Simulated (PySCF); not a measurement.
# Curvature of the energy in the electron number along the 5p block

Calculated with PySCF 2.14, in def2-TZVPPD with the def2 core potential (28 electrons), ECP: one orbital is emptied in steps, and each cell gives the departure of E from the straight line at half an electron, in eV (from a cubic fit). The exact functional gives zero.

| species | orbital | LDA | PBE | r2SCAN | PBE0 | BHandHLYP | LC-wPBE | UHF |
| --- | --- | --- | --- | --- | --- | --- | --- | --- |
| In | 5p alpha | -0.73 | -0.71 | -0.66 | -0.51 | -0.35 | 0.02 | 0.06 |
| Sn | 5p alpha | -0.83 | -0.80 | -0.74 | -0.57 | -0.38 | 0.01 | 0.10 |
| Sb | 5p alpha | -0.92 | -0.89 | -0.83 | -0.63 | -0.40 | -0.01 | 0.12 |
| Te | 5p beta | -0.91 | -0.87 | -0.79 | -0.61 | -0.40 | 0.02 | 0.17 |
| I | 5p beta | -0.99 | -0.95 | -0.87 | -0.67 | -0.42 | -0.01 | 0.20 |
| Xe | 5p beta | -1.07 | -1.03 | -0.94 | -0.72 | -0.44 | -0.04 | 0.22 |

Problem. How does the mean departure depend on the functional?

Solution. LDA -0.91 eV; PBE -0.87 eV; r2SCAN -0.80 eV; PBE0 -0.62 eV; BHandHLYP -0.40 eV; LC-wPBE 0.00 eV; UHF 0.15 eV. Semilocal functionals are convex (delocalisation error), Hartree-Fock is concave or straight, and exact exchange removes curvature roughly in proportion to its share, so among the functionals the range-separated hybrids usually come closest to zero.

No spin-orbit coupling is included.
